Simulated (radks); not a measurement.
Os57+, 19 electrons, occupied as [Ar] 3d1 (the NIST ground configuration).

Method: scalar-relativistic Kohn-Sham, r2SCAN, spin-polarised, spherical densities, finite nucleus; open shells are filled with parallel spins first (spin-orbit coupling, left out, can overturn this in heavy ions); meta-GGA in the generalised Kohn-Sham scheme; Fermi nuclear charge, rms radius 5.4126 fm; computed with a radial shooting solver on a logarithmic mesh with Libxc functionals.

Energy parts (hartree):
| part | energy |
|---|---|
| total | -13944.0660 |
| kinetic | 15764.2125 |
| electron-nucleus | -31159.1726 |
| Hartree | 1639.8265 |
| exchange-correlation | -188.9324 |

Orbitals (lengths in bohr, moments of r in powers of bohr; <r^-3> diverges for s and p1/2):
orbital  occ.  eigenvalue (hartree)  <r^-3>      <r>      <r^2>
1s up       1             -2869.718       -  0.01774  0.0004335
1s down     1             -2869.717       -  0.01774  0.0004335
2s up       1             -622.6799       -  0.07429   0.006526
2s down     1             -622.3722       -  0.07427   0.006522
2p up       3             -562.1514   22250  0.06663   0.005413
2p down     3             -561.9080   22270  0.06660   0.005407
3s up       1             -240.5106       -   0.1822    0.03783
3s down     1             -240.1836       -   0.1823    0.03789
3p up       3             -222.4699    5879   0.1800    0.03743
3p down     3             -222.1303    5860   0.1802    0.03750
3d up       1             -205.8058   769.5   0.1597    0.02943
3d down     0             -205.3540   768.4   0.1599    0.02950

The highest occupied level is 3d up at -5600.3 eV. Spin moment in Bohr magnetons: 1. The density falls to 0.001 e/bohr^3 at r = 0.57 bohr. The spin density at the nucleus is -15.24 e/bohr^3 (1s -1.97, 2s -94.39, 3s 81.12).
